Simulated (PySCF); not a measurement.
A structure optimised at B3LYP-D3(BJ)/def2-TZVP, used in a PySCF frequency run:

```
Si
H 1 1.4700
H 1 1.4700 2 112.80
Cl 1 2.0521 2 108.47 3 120.19
Cl 1 2.0521 2 108.47 3 -120.19
```
Charge 0, spin multiplicity 1.

Question: Write its SMILES, formula and point group.

Answer: Cl[SiH2]Cl, Cl2H2Si, C2v

Question: What are its rotational constants (standard atomic weights)?

Answer: 13.959, 2.4810, 2.1610 GHz
